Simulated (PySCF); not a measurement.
# Static response to an electric field

Species: CH₁₀Ge₃O.
Numbering: `[CH3:1][O:2][GeH2:3][GeH2:4][GeH3:5]` (hydrogens: H6, H7, H8 on C1; H9, H10 on Ge3; H11, H12 on Ge4; H13, H14, H15 on Ge5)

Cartesian coordinates in Å at the PBE0-D3(BJ)/def2-SVP level; atoms count from 1:
```
atom  x, y, z in Å
C1    -1.7833    1.1394    0.6986
O2    -2.1176   -0.2133    0.7859
Ge3   -0.8548   -1.4288    1.1373
Ge4    0.8019   -1.4730   -0.6416
Ge5    1.9574    0.6392   -0.9229
H6    -1.2579    1.5131    1.6000
H7    -1.1440    1.3660   -0.1784
H8    -2.7104    1.7243    0.5878
H9    -1.6353   -2.7471    1.2531
H10   -0.1889   -1.0571    2.4849
H11    1.8366   -2.5671   -0.2996
H12    0.1227   -1.8643   -1.9693
H13    2.2936    1.2445    0.4535
H14    1.0605    1.6319   -1.6855
H15    3.2664    0.4463   -1.7110
```

Level: CAM-B3LYP/def2-SVPD (PySCF), static field, nuclei fixed, core orbitals frozen in the response. The polarisability tensor in these axes (au):

```
x   121.15   8.07 -16.49
y     8.07 121.52  -5.08
z   -16.49  -5.08 110.25
```

Q: What are the eigenvalues, a third of the trace, and Δα (Δα² = ½Σ(αi − αj)² over the three pairs)?

A: Principal values 98.32, 116.17 and 138.43 au; mean 117.64 au = 17.43 Å³ = 19.40 × 10⁻⁴⁰ C²·m²/J; Δα = 34.80 au (30 % of the mean).

Q: What is the dipole moment, and where does it point?

A: (1.19, 0.20, 0.09) D, 1.21 D in size, pointing from the negative to the positive side. Measured along this direction, the outermost atoms are H8 at the negative end and H15 at the positive end.

Q: Sum over states: ᾱ = Σ f/ω², ω in Eh. What share falls to these 10 lowest TDDFT singlets (eV, f)? 5.97, 0.0290; 6.65, 0.3778; 6.77, 0.0276; 6.86, 0.0836; 6.96, 0.0361; 7.21, 0.0771; 7.26, 0.0655; 7.35, 0.0212; 7.52, 0.0364; 7.55, 0.0806.

A: They add up to 13.07 au, 11.1 % of the 117.64 au; the largest single term is 6.32 au, from the state at 6.65 eV. Terms in order: 0.60, 6.32, 0.45, 1.31, 0.55, 1.10, 0.92, 0.29, 0.48, 1.05 au. Higher excitations give the rest. The strengths listed sum to 0.835.

Q: What would n − 1 = 2πNα be for an ideal gas of these molecules at 400 K and 1 atm, electronic part alone?

A: N = p/kT = 1.8347 × 10¹⁹ cm⁻³, so n − 1 = 2π × N × 17.43 × 10⁻²⁴ cm³ = 2010 × 10⁻⁶ at long wavelengths, for an ideal gas.

Q: Along which axes do the principal values lie, and how far do the nuclei extend along each?

A: Largest value along (0.71, 0.49, -0.50), where the nuclei span 6.54 Å; middle along (-0.38, 0.87, 0.31), 5.74 Å; least along (0.59, -0.03, 0.81), 3.38 Å. The response follows the extents in order.

Q: Find the Langevin capture rate constant for H3+ (3.023 u) meeting this molecule (259.837 u), k = 2.342 × 10⁻⁹ cm³/s × √(α in Å³ / reduced mass in u).

A: The reduced mass is 2.99 u, so k = 5.66 × 10⁻⁹ cm³/s. The formula leaves out the permanent dipole, which adds to the capture rate.

The structure is a single PBE0-D3(BJ)/def2-SVP conformer in the gas phase; no vibrational or solvent corrections. The calculation is non-relativistic, for germanium too.
